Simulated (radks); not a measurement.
Effect of the nuclear size on the iridium ion Ir+, [Xe] 4f14 5d7 6s1. Method: Dirac Kohn-Sham, relativistic LDA (MacDonald-Vosko exchange, VWN5 correlation), spin-unpolarised, spherical densities, finite nucleus; open shells are shared between the two j in proportion to 2j + 1; Fermi nuclear charge, rms radius 5.4032 fm; computed with a radial shooting solver on a logarithmic mesh with Libxc functionals. The rms radius is varied about that value; shifts are against it.

rms radius (fm)	total energy shift (eV)	density at nucleus (e/bohr^3)	1s1/2 shift (meV)	2s1/2 shift (meV)	5s1/2 shift (meV)	5p1/2 shift (meV)	6s1/2 shift (meV)	6p1/2 (empty) shift (meV)	7s1/2 (empty) shift (meV)
4.7548	-17.7	1.882e+06	-7080	-1030	-10.8	0.168	-1.10	0.112	-0.129
4.9872	-11.5	1.849e+06	-4610	-668	-7.05	0.109	-0.717	0.073	-0.084
5.4032	0	1.793e+06	0.000	0.000	0.000	0.000	0.000	0.000	0.000
5.9219	15.2	1.732e+06	6070	879	9.28	-0.142	0.943	-0.096	0.111
6.4406	31.2	1.678e+06	12500	1810	19.1	-0.292	1.94	-0.197	0.227

Slopes of the eigenvalues against <r^2> in GHz/fm^2, as finite differences over the two radii next to the reference (eigenvalue slopes, not the field-shift constants of lines): 1s1/2 253000, 2s1/2 36700, 5s1/2 387, 5p1/2 -5.96, 6s1/2 39.4, 6p1/2 (empty) -4.01, 7s1/2 (empty) 4.62.
